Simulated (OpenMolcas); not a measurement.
V2+ (d3) in a complex was computed by SS-CASPT2, IPEA 0.25 Eh, imaginary shift 0.1 Eh with the d shell active (OpenMolcas, ANO-RCC-VTZP on the metal). Its lowest spin-free states, and all those of the highest spin:

| 2S+1 | Degeneracy | E (cm-1) |
| --- | --- | --- |
| 4 | 3 | 0 |
| 4 | 3 | 1170 |
| 4 | 1 | 2550 |
| 2 | 1 | 8260 |
| 2 | 3 | 8520 |
| 2 | 3 | 8540 |
| 2 | 2 | 9280 |
| 4 | 3 | 10340 |
| 2 | 2 | 12080 |
| 2 | 3 | 12370 |
| 2 | 2 | 12430 |
| 2 | 3 | 12540 |

Is the site octahedral, tetrahedral or cube-like, axial, or of lower symmetry?

The states with 2S+1 = 4 have orbital degeneracies 3, 3, 1, 3. Threefold states need a cubic site. For d3 at this spin an octahedron puts the single A2 below the threefold T2 and a tetrahedron or cube puts the threefold T1 below the threefold T2, so the site is a tetrahedron or a cube, which this pattern cannot tell apart. The run had V2+ with 4 ligands (sulfide) in tetrahedral coordination (Td) at 2.44 Å. A charge of +1.5 e stands 2.6 Å behind each ligand. Ligand basis ANO-RCC-VDZP.

Roots that are degenerate in the reference are averaged as groups; the widest CASPT2 spread within a group is 440 cm-1 (the 3-fold group of multiplicity 2 near 12600 cm-1 above the lowest state of its run). Shifts and gaps below about the spread of the groups concerned are not significant. Over all roots computed the reference weight is 0.68 to 0.71; a low but even weight reflects the number of correlated electrons. An orbital triplet at a regular site is open to Jahn-Teller coupling, which can distort the site and quench the lowest spin-orbit gaps and is left out. The sulfide ions are held by bare point charges, a crude embedding. Ligand-to-metal charge-transfer states are missing. These CASPT2 states fit no ligand-field parameters well, so their order and spin gaps are uncertain. With no ligand orbital active B as a rule stays too high, so bands that hang on it stand too high and its fall with covalency is understated. With one d shell and no ligand orbital active, 10Dq can be off by tens of per cent for divalent 3d ions, low with halides held by bare charges and at times high in hosts. Free-ion shares, where given, are those of the reference states; single-state CASPT2 does not remix them. No measured value stands beside these numbers; the geometry was imposed, not optimised, and the real ion may take another.
